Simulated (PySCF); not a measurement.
Isomers of C5H11ClSi, one GFN2-xTB conformer each. Single-point energies are computed at PBE0/def2-SVPD (PySCF, gas phase, no added dispersion term), electronic only.

Problem. Rank them by PBE0/def2-SVPD energy, lowest first (kcal/mol).
A. `[SiH3:1][C@@H:2]1[CH2:3][CH2:4][CH2:5][C@@H:6]1[Cl:7]` with Si1–C2–C3–C4 -166°, C2–C3–C4–C5 38°, C3–C4–C5–C6 -21°, C4–C5–C6–Cl7 115°
B. `[CH3:1][CH:2]([CH3:3])[SiH2:4]/[CH:5]=[CH:6]\[Cl:7]` with C1–C2–Si4–C5 -178°, C2–Si4–C5–C6 -70°

Solution. A (0.0), B (14.8).

As drawn, the higher has a C=C bond outside aromatic rings, which the lower lacks. GFN2-xTB itself gives, in the same order: 0.0, 33.5. Both levels put the same isomer lowest.

Problem. Which frontier levels, dipoles and rotational constants go with these structures?

Solution. 
| SMILES | HOMO (eV, PBE0/def2-SVPD) | LUMO (eV) | dipole (D) | A, B, C (MHz) |
| --- | --- | --- | --- | --- |
| [SiH3][C@@H]1CCC[C@@H]1Cl | -8.26 | 0.31 | 2.31 | 2206, 1649, 1078 |
| CC(C)[SiH2]/C=C\Cl | -7.48 | -0.78 | 1.14 | 2670, 971.1, 909.3 |
